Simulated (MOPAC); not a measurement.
MOPAC input (PM6):

```
PM6 PRECISE GNORM=0.05 LET XYZ CHARGE=-1 GEO-OK AUX(PRECISION=9) THREADS=1
C3H4Cl

C    -2.41258030 1   -0.01888964 1   -0.05731211 1
C    -0.93801091 1    0.30083308 1   -0.04676144 1
C    -0.05226916 1   -0.70089223 1    0.05439762 1
Cl    1.73554293 1    0.08710432 1    0.03538939 1
H    -2.90761299 1    0.31745366 1   -0.98009618 1
H    -2.95041684 1    0.45692304 1    0.77578377 1
H    -2.55399749 1   -1.09976569 1    0.02509439 1
H    -0.67504020 1    1.35830825 1   -0.12434605 1
```

Output:

```
 *******************************************************************************
 **                                                                           **
 **                              MOPAC v23.2.5                                **
 **                                                                           **
 *******************************************************************************
 ** MOPAC's Digital Object Identifier: https://doi.org/10.5281/zenodo.6511958 **
 **                                                                           **
 ** Please cite the open-source release paper for use of this MOPAC version:  **
 ** J. E. Moussa and J. J. P. Stewart (2026)                                  **
 ** MOPAC: An open-source semiempirical molecular orbital program             **
 ** J. Open Source Softw., 11(119), 8025, https://doi.org/10.21105/joss.08025 **
 *******************************************************************************

                              PM6 CALCULATION RESULTS

 *******************************************************************************
 *  PM6        - The PM6 Hamiltonian to be used
 *  GEO-OK     - OVERRIDE INTERATOMIC DISTANCE AND OTHER SAFETY CHECKS
 *
 *
 *
 *                 CHARGE ON SYSTEM = -1
 *
 *
 *
 *  LET        - OVERRIDE SOME SAFETY CHECKS
 *  PRECISE    - TIGHTER CRITERIA TO BE USED
 *  XYZ        - CARTESIAN COORDINATE SYSTEM TO BE USED
 *  GNORM      - EXIT WHEN GRADIENT NORM DROPS BELOW 0.050
 *  AUX        - OUTPUT AUXILIARY INFORMATION
 *******************************************************************************
PM6 PRECISE GNORM=0.05 LET XYZ CHARGE=-1 GEO-OK AUX(PRECISION=9) THREADS=1
 C3H4Cl

   ATOM   CHEMICAL          X               Y               Z
  NUMBER   SYMBOL      (ANGSTROMS)     (ANGSTROMS)     (ANGSTROMS)

     1       C         -2.41258030  *  -0.01888964  *  -0.05731211  *
     2       C         -0.93801091  *   0.30083308  *  -0.04676144  *
     3       C         -0.05226916  *  -0.70089223  *   0.05439762  *
     4      Cl          1.73554293  *   0.08710432  *   0.03538939  *
     5       H         -2.90761299  *   0.31745366  *  -0.98009618  *
     6       H         -2.95041684  *   0.45692304  *   0.77578377  *
     7       H         -2.55399749  *  -1.09976569  *   0.02509439  *
     8       H         -0.67504020  *   1.35830825  *  -0.12434605  *

          CARTESIAN COORDINATES

    NO.       ATOM           X           Y           Z

     1         C         -2.4126     -0.0189     -0.0573
     2         C         -0.9380      0.3008     -0.0468
     3         C         -0.0523     -0.7009      0.0544
     4        Cl          1.7355      0.0871      0.0354
     5         H         -2.9076      0.3175     -0.9801
     6         H         -2.9504      0.4569      0.7758
     7         H         -2.5540     -1.0998      0.0251
     8         H         -0.6750      1.3583     -0.1243

 General Reference for PM6:
 "Optimization of Parameters for Semiempirical Methods V: Modification of NDDO Approximations
 and Application to 70 Elements", J. J. P. Stewart, J. Mol. Mod., 13, 1173-1213 (2007)
 URL: https://link.springer.com/article/10.1007/s00894-007-0233-4

           Empirical Formula: C3 H4 Cl  =     8 atoms

      MOLECULAR POINT GROUP   :   Cs

      RHF CALCULATION, NO. OF DOUBLY OCCUPIED LEVELS = 12

          Geometry optimization using EF

          DIAGONAL MATRIX USED AS START HESSIAN

 CYCLE:     1  GRAD.:    22.714 HEAT:  9.290667
 CYCLE:     2  GRAD.:   281.405 HEAT:  13.14926
 CYCLE:     3  GRAD.:   367.744 HEAT:  39.50143
 CYCLE:     4  GRAD.:   224.491 HEAT:  23.41310
 CYCLE:     5  GRAD.:    71.397 HEAT:  11.68073
 CYCLE:     6  GRAD.:   336.584 HEAT:  17.19336
 CYCLE:     7  GRAD.:   153.066 HEAT:  16.09885
 CYCLE:     8  GRAD.:   105.036 HEAT:  13.13328
 CYCLE:     9  GRAD.:    83.601 HEAT:  12.43463
 CYCLE:    10  GRAD.:    58.454 HEAT:  10.16206
 CYCLE:    11  GRAD.:   104.764 HEAT:  13.39653
 CYCLE:    12  GRAD.:    15.693 HEAT:  8.747079
 CYCLE:    13  GRAD.:     5.757 HEAT:  8.628460
 CYCLE:    14  GRAD.:     1.374 HEAT:  8.609566
 CYCLE:    15  GRAD.:     0.520 HEAT:  8.609012
 CYCLE:    16  GRAD.:     0.418 HEAT:  8.608695
 CYCLE:    17  GRAD.:     0.564 HEAT:  8.608499
 CYCLE:    18  GRAD.:     1.722 HEAT:  8.609418
 CYCLE:    19  GRAD.:     0.355 HEAT:  8.608256
 CYCLE:    20  GRAD.:     0.074 HEAT:  8.608200
 CYCLE:    21  GRAD.:     0.047 HEAT:  8.608178

     GRADIENT =  0.04720 IS LESS THAN CUTOFF =  0.05000

 -------------------------------------------------------------------------------
 PM6 PRECISE GNORM=0.05 LET XYZ CHARGE=-1 GEO-OK AUX(PRECISION=9) THREADS=1
 C3H4Cl

     GEOMETRY OPTIMISED USING EIGENVECTOR FOLLOWING (EF).
     SCF FIELD WAS ACHIEVED

                              PM6 CALCULATION
                                                       MOPAC v23.2.5 Linux

          FINAL HEAT OF FORMATION =          8.60818 KCAL/MOL =      36.01662 KJ/MOL

          COSMO AREA              =        112.31 SQUARE ANGSTROMS
          COSMO VOLUME            =         96.31 CUBIC ANGSTROMS

          GRADIENT NORM           =          0.04720          =       0.01669 PER ATOM
          IONIZATION POTENTIAL    =          3.353764 EV
          HOMO LUMO ENERGIES (EV) =         -3.354  7.652
          NO. OF FILLED LEVELS    =         12
          MOLECULAR WEIGHT        =         75.5176         POINT GROUP:  Cs

          MOLECULAR DIMENSIONS (Angstroms)

            Atom       Atom       Distance
            H     5   Cl     4     4.75596
            H     8    H     7     2.62144
            H     6    H     5     1.73248

          SCF CALCULATIONS        =         22

   ATOM   CHEMICAL          X               Y               Z
  NUMBER   SYMBOL      (ANGSTROMS)     (ANGSTROMS)     (ANGSTROMS)

     1       C         -2.41669567  *  -0.03144992  *  -0.05641685  *
     2       C         -0.95726936  *   0.31172580  *  -0.04809427  *
     3       C         -0.03767572  *  -0.65140449  *   0.05082013  *
     4      Cl          1.74827258  *   0.06510550  *   0.03744752  *
     5       H         -2.89023788  *   0.30342619  *  -0.98558067  *
     6       H         -2.93338035  *   0.44400802  *   0.78425065  *
     7       H         -2.57050855  *  -1.11436369  *   0.02585389  *
     8       H         -0.73812792  *   1.36524158  *  -0.12643410  *

                             CARTESIAN COORDINATES

   1    C       -2.416695669    -0.031449918    -0.056416851
   2    C       -0.957269363     0.311725800    -0.048094265
   3    C       -0.037675723    -0.651404487     0.050820129
   4   Cl        1.748272576     0.065105499     0.037447517
   5    H       -2.890237884     0.303426187    -0.985580670
   6    H       -2.933380345     0.444008023     0.784250650
   7    H       -2.570508546    -1.114363686     0.025853885
   8    H       -0.738127920     1.365241585    -0.126434100

           Empirical Formula: C3 H4 Cl  =     8 atoms

      MOLECULAR POINT GROUP   :   Cs

                  EIGENVALUES
 -22.03060 -21.23307 -17.55285 -12.29683  -9.99912  -9.75844  -8.13848  -7.00333
  -5.89667  -5.51117  -3.74599  -3.35376   7.65249   7.74820   9.91525  10.07670
  10.11568  11.11043  11.88343  12.75478 100.44722 100.47308 100.57201 100.82141
 100.82894

              NET ATOMIC CHARGES AND DIPOLE CONTRIBUTIONS

  ATOM NO.   TYPE          CHARGE      No. of ELECS.   s-Pop       p-Pop       d-Pop
    1          C          -0.344524        4.3445     1.06403     3.28050
    2          C          -0.599572        4.5996     1.10749     3.49208
    3          C           0.075584        3.9244     1.61964     2.30478
    4         Cl          -0.576655        7.5767     1.99298     5.57966     0.00401
    5          H           0.098721        0.9013     0.90128
    6          H           0.098721        0.9013     0.90128
    7          H           0.116256        0.8837     0.88374
    8          H           0.131469        0.8685     0.86853
 DIPOLE           X         Y         Z       TOTAL
 POINT-CHG.    -2.012    -0.741     0.010     2.145
 HYBRID        -0.447     1.994    -0.169     2.050
 SUM           -2.459     1.253    -0.159     2.764

          ATOMIC ORBITAL ELECTRON POPULATIONS

     Atom    s        px        py        pz      x^2-y^2     xz        z^2       yz        xy
    1  C   1.06403   1.05322   1.12408   1.10320
    2  C   1.10749   0.99396   1.11288   1.38524
    3  C   1.61964   0.56676   1.10545   0.63256
    4 Cl   1.99298   1.64698   1.94986   1.98282   0.00148   0.00036   0.00078   0.00002   0.00137
    5  H   0.90128
    6  H   0.90128
    7  H   0.88374
    8  H   0.86853

 **********************
 *                    *
 * JOB ENDED NORMALLY *
 *                    *
 **********************

 == MOPAC DONE ==
```

The dipole moment of an ion depends on the origin.

The geometry given is a B3LYP-D3(BJ)/def2-TZVP minimum.
